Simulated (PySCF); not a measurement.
## Structure from 2D NMR

Compound of formula C$_{3}$H$_{8}$FNSi. Correlations simulated from computed shifts and the bond graph:

HSQC (one-bond C–H):
```tsv
δH	δC
5.25	95.1
2.87	29.8
2.37	29.8
1.23	8.1
0.96	8.1
```

COSY cross peaks (H two or three bonds apart, from the bond graph; peaks can be absent where the dihedral angle is near 90°):
```tsv
δH	δH
5.68	5.25
5.68	1.23
5.68	0.96
5.25	2.87
5.25	2.37
2.87	2.37
2.87	1.23
2.87	0.96
2.37	1.23
2.37	0.96
1.23	0.96
```

HMBC (two and three bonds, from the bond graph):
```tsv
δH	δC
5.68	95.1, 29.8, 8.1
5.25	29.8, 8.1
2.87	95.1, 8.1
2.37	95.1, 8.1
1.23	95.1, 29.8
0.96	95.1, 29.8
```

[PySCF: PBE0/pcSseg-1 with gauge-including orbitals; GFN2-xTB structure; one conformer; no solvent; non-relativistic Hamiltonian; one averaged value for each set of equivalent atoms]

Shifts are taken against calculated references (same method and geometry level): TMS for ¹H, ¹³C.

Exchangeable hydrogens are left out of these lists.

**Question.** Assemble the structure.

**Answer.** SMILES C1C[Si@@H](N)[C@@H]1F.

Atoms are numbered as in `[NH2:1][Si@@H:2]1[CH2:3][CH2:4][C@H:5]1[F:6]`; H(Xn) means a hydrogen on atom n. Ha(C3), Ha(C4) are cis to N1 on the ring; Hb(C3), Hb(C4) are trans to N1 on the ring.

- δC 95.1 is C5, an sp3 CH bonded to F and Si (δH 5.25).
- δC 29.8 is C4, an sp3 CH2 in a ring (δH 2.37, 2.87).
- δC 8.1 is C3, an sp3 CH2 bonded to Si (δH 0.96, 1.23).
- COSY links 5.68–5.25, 5.68–1.23, 5.68–0.96, 5.25–2.87, 5.25–2.37, 2.87–2.37.

The data come from this structure; uniqueness wasn't tested.

The OH or NH signal is concentration- and solvent-dependent in practice; the value given is the gas-phase one. Shifts are as computed. Against solution values, carbons near 30 ppm lie about +3 ppm off and those near 130 ppm about +5 ppm. Of 1309 compounds with measured shifts, 239 miss one by over three times the rms of a fit or turn the order of signals round; such compounds aren't used in these exercises.
